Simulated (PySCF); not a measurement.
**Electron correlation in Si²⁺ (silicon, charge +2)**

[Ne] 3p2, high-spin 3P determinant (an excited configuration). Calculation: PySCF 2.14, in x2c-TZVPPall (5s5p3d1f, 42 functions); the spin-free X2C one-electron Hamiltonian (Gaussian nucleus). Frozen: [Ne]; 2 electrons correlated.

With two correlated electrons CCSD is exact within the correlated space (frozen core and kept virtual orbitals).

| level | correlation energy (mhartree) |
| --- | --- |
| CCSD | -10.40 |

Diagnostics: T1 = 0.0013, D1 = 0.0019, largest double amplitude 0.082.

Question: Is a single reference adequate?

Answer: Mostly. T1 lies below 0.03, but a double amplitude of this size points to a near-degeneracy that CCSD handles and MP2 describes poorly.
